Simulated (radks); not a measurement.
Results of a calculation; reference values are marked as such.
Dipole-allowed excitations along the series with 28 electrons in [Ar] 3d10. Code: a radial shooting solver on a logarithmic mesh with Libxc functionals. Model: non-relativistic Kohn-Sham, LB94 model potential, spin-unpolarised, spherical densities, point nucleus. Time-dependent linear response with the Hartree and adiabatic LDA kernel, continuum included through the Sternheimer equations. Lines are the poles of the dipole polarisability below minus the highest occupied eigenvalue, found on a grid refined at the orbital gaps; the lowest seven at most are given, and weak or close lines can be missed. The first line takes the name of the lowest orbital gap if no other gap lies below it; otherwise a line is named after a gap within 0.6 % of it, if that gap stands alone.

species,-e(HOMO) (eV),lowest orbital gap (eV),first line (eV),f,strongest line (eV),its f,static alpha (bohr^3)
Nb13+,481.67,3d-4p 212.86,214.90 (3d-4p),0.494,309.50 (unassigned),3.19,0.07149
Mo14+,540.88,3d-4p 238.96,241.11 (3d-4p),0.486,343.22 (unassigned),3.45,0.05993
Tc15+,603.20,3d-4p 266.42,268.69 (3d-4p),0.476,378.29 (unassigned),3.72,0.05072
Ru16+,668.60,3d-4p 295.24,297.63 (3d-4p),0.466,414.71 (unassigned),3.98,0.04328
Rh17+,737.08,3d-4p 325.40,327.92 (3d-4p),0.457,452.46 (unassigned),4.26,0.03720
Pd18+,808.64,3d-4p 356.92,359.55 (3d-4p),0.449,491.47 (unassigned),4.53,0.03219
